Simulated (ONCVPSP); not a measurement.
# What the settings do to the ONCV potential of zirconium

Base potential:

ONCVPSP 4.0.1 input, shortened (lines: element, Z, core and valence counts, functional; n l f; lmax; l rc ep ncon nbas qcut; lloc lpopt rc5 dvloc0; l nproj debl; icmod fcfact rcfact), LDA (Perdew-Zunger), scalar-relativistic:

```
  Zr 40.00    6    4        3      upf
    1    0    2.00
    2    0    2.00
    2    1    6.00
    3    0    2.00
    3    1    6.00
    3    2   10.00
    4    0    2.00
    4    1    6.00
    4    2    2.00
    5    0    1.00
    3
    0    1.70    0.00    4    7    6.90
    1    1.45    0.00    3    7    6.00
    2    1.95    0.00    4    7    4.90
    3    1.80    0.02    3    7    6.80
    4    5    1.00   -1.00
    0    2    3.90
    1    2    2.60
    2    2    1.90
    3    2    1.70
    3    5.75    1.25
```

Cutoffs, loose and tight: the cutoffs (Ha) at which the residual kinetic energy of the hardest occupied pseudo-wave falls to 1 and 0.1 mHa per electron. They do not see the model core or the augmentation charge, which bear on the density cutoff. Test errors are all-electron minus pseudo excitation energies from the reference, over the configurations 4s2 4p6 4d2 5s2; 4s2 4p6 4d2 5s0; 4s2 4p6 4d1 5s0; 4s2 4p6 4d2.5 5s1.5. A dash means not determined; rows that change the core or the reference have their own tests.

1 further variants are left out, since the program set their typed debl aside.

```csv
change,outcome,"cutoff, loose","cutoff, tight",bound ghosts,GHOST(+) flags above zero,largest test error (meV)
base,generated,18 Ha,69 Ha,none,"s, d",+4.5
d: qcut 3.9,generated,38 Ha,69 Ha,none,"s, d",+7.9
"core correction polynomial model core, fcfact 0.65",generated,18 Ha,69 Ha,none,"s, d",+4.4
"core correction Teter function, fcfact 5.75, rcfact 1.44",generated,18 Ha,69 Ha,none,"s, d",+3.6
s: qcut 8.6; p: qcut 7.5; d: qcut 6.1; f: qcut 8.5,generated,22 Ha,26 Ha,none,s,+2.2
"core correction Teter function, fcfact 2.8, rcfact 1.25",generated,18 Ha,69 Ha,none,"s, d",+4.7
"f: rc 1.45, qcut 8.4, nproj 0; local potential the f channel",generated,18 Ha,69 Ha,none,s,+4.6
p: nproj 3,generated,18 Ha,69 Ha,none,"s, p, d",+4.5
f: qcut 5.5,generated,18 Ha,69 Ha,none,"s, d",+4.5
d: rc 2.86,generated,18 Ha,69 Ha,none,"s, d",+45
f: nbas 8,generated,18 Ha,69 Ha,none,"s, d",+4.5
```

Task: What comes out with this change to the base: all radii but the core radius scaled by about 1.26 (s 2.14, p 1.82, d 2.44, f 2.26 bohr); local potential polynomial inside 1.26 bohr (lpopt 5, dvloc0 -1 Ha)?

Result: outcome: generated; cutoff, loose: 13 Ha; cutoff, tight: 16 Ha; bound ghosts: none; GHOST(+) flags above zero: none; largest test error (meV): +20.
